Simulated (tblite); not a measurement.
Species: C6H6ClN3Si.
SMILES with atom numbers: `[SiH3:1][c:2]1[cH:3][cH:4][cH:5][c:6]2[c:7]([Cl:8])[n:9][n:10][n:11]12` (hydrogens: H12, H13, H14 on Si1; H15 on C3; H16 on C4; H17 on C5)

Level: GFN2-xTB in tblite, geometry and Hessian alike; calculated harmonic values, unscaled, isolated species. Errors from tens to a few hundred cm⁻¹ against measured bands are possible. Modes of hydrogen on silicon can be 10 to 20 % off.

Harmonic wavenumbers (cm⁻¹): 78.1, 106.1, 120.3, 155.0, 183.8, 207.0, 314.7, 371.8, 423.6, 429.2, 471.1, 531.8, 561.1, 589.3, 622.7, 655.9, 667.8, 714.3, 751.8, 764.9, 780.8, 794.4, 828.3, 887.7, 915.7, 949.6, 1050.8, 1091.9, 1160.1, 1195.6, 1232.3, 1277.3, 1299.3, 1338.0, 1347.3, 1417.6, 1492.2, 1533.5, 1604.5, 2244.8, 2311.3, 2316.6, 3097.6, 3109.2, 3117.3.

A = 1728, B = 588.1, C = 441.0 MHz; mass 183.002 u (most abundant isotopes); point group Cs, symmetry number 1.

Q: Zero-point energy?

A: ½Σν̃ = 23557 cm⁻¹ = 67.35 kcal/mol.

Q: Give the ideal-gas entropy at 500 K and 1 bar in the rigid-rotor, harmonic-oscillator model (classical rotation).

A: Translation 44.11, rotation 32.49, vibration 48.65: S = 125.3 cal/(mol K).

Q: And Cp and H(500 K) − H(0)?

A: Cp = 58.80 cal/(mol K), of which vibrations give 50.85 (their classical limit is 45 R = 89.4); H(500 K) − H(0) = 17.13 kcal/mol without the zero-point energy, 13.16 from vibrations.

Q: Which modes carry the vibrational entropy at 500 K?

A: 78.1 cm⁻¹: 4.96; 106.1 cm⁻¹: 4.35; 120.3 cm⁻¹: 4.11; 155.0 cm⁻¹: 3.61; 183.8 cm⁻¹: 3.28; 207.0 cm⁻¹: 3.05 cal/(mol K); the other 39 give 25.31 together.

Q: Blend soft modes into free rotors: weight 1/[1 + (100 cm⁻¹/ν̃)⁴] for the oscillator and the rest for a rotor with moment μB/(μ + B), μ = h/(8π²ν), B = 10⁻⁴⁴ kg m². What vibrational entropy results?

A: 46.76 cal/(mol K) in place of 48.65, which changes −T·S at 500 K by +0.95 kcal/mol.

Q: What must be added to the electronic energy to get the Gibbs energy at 500 K and 1 bar?

A: ZPE + [H(500 K) − H(0)] − T·S = 67.35 + 17.13 − 62.63 = 21.85 kcal/mol.

Hindered rotation and anharmonicity are outside this model.
